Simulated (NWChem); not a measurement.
Species: AlH2OF; SMILES [OH][AlH][F]

```xyz
5

Al    -0.4803     0.0476     0.0000
H     -2.0277    -0.1871     0.0000
F      0.5643    -1.2476     0.0000
O      0.1306     1.6228     0.0000
H      1.0491     1.8954     0.0000
```
Atoms are numbered in this order, from 1.

Computed with NWChem. Pople sets run with spherical d functions. Structure relaxed at the PBE0/def2-SVP level. B3LYP is NWChem's, with the RPA form of VWN correlation. Core excitations by TDA in a window of 1s orbitals, non-relativistic and unshifted: absolute energies depend strongly on the exact-exchange share.

```json
[
 {"level": "O K edge, BHandHLYP/cc-pVTZ", "first 1s excitation (eV)": "531.5", "dipole oscillator strength of the first": "0.0100", "first state with f > 0.002 (eV)": "531.5", "dipole oscillator strength of that state": "0.0100", "relative time": "5"},
 {"level": "O K edge, B3LYP/6-311G**", "first 1s excitation (eV)": "517.9", "dipole oscillator strength of the first": "0.0102", "first state with f > 0.002 (eV)": "517.9", "dipole oscillator strength of that state": "0.0102", "relative time": "1"},
 {"level": "Al K edge, PBE/def2-TZVP", "first 1s excitation (eV)": "1506.0", "dipole oscillator strength of the first": "0.0034", "first state with f > 0.002 (eV)": "1506.0", "dipole oscillator strength of that state": "0.0034", "relative time": "1"},
 {"level": "Al K edge, PBE0/def2-TZVP", "first 1s excitation (eV)": "1525.4", "dipole oscillator strength of the first": "0.0055", "first state with f > 0.002 (eV)": "1525.4", "dipole oscillator strength of that state": "0.0055", "relative time": "3"}
]
```

The last column is a rough cost ratio, cheapest run = 1.
